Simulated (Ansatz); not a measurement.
CH6AlBO, SMILES `B[CH2][AlH][OH]`. Total charge 0; spin multiplicity 1.

```xyz
10

B    -0.163   -1.342   -0.952
C     0.442    0.040   -0.981
Al    0.266    0.609    0.900
O    -1.191    1.365    1.314
H    -1.336   -1.504   -1.142
H     0.502   -2.293   -0.640
H    -0.107    0.821   -1.515
H     1.526    0.107   -1.121
H     1.434    0.469    1.956
H    -1.374    1.726    2.180
```

What are the harmonic wavenumbers in cm⁻¹ at PBE0-D4/def2-TZVP (Ansatz, finite differences of forces, unscaled)? (Best estimate.)

Ansatz gave: 45, 152, 164, 285, 366, 471, 562, 571, 671, 695, 849, 864, 892, 1010, 1069, 1081, 1260, 1420, 1940, 2554, 2628, 3055, 3132, 3962.

Is this a minimum?

Yes, all 24 modes are real.

Give the ideal-gas thermochemistry at 298.15 K and 1 bar (rigid rotor, harmonic oscillator; point group C1, symmetry number 1).

Zero-point energy 177.6 kJ/mol; H(298) − E = 198.1 kJ/mol; entropy 334.8 J/(mol·K), of which translation 162.2, rotation 105.9, vibration 66.7; G(298) − E = 98.3 kJ/mol. Modes under 100 cm⁻¹ are hindered rotations or soft bends, so the harmonic entropy is rough.
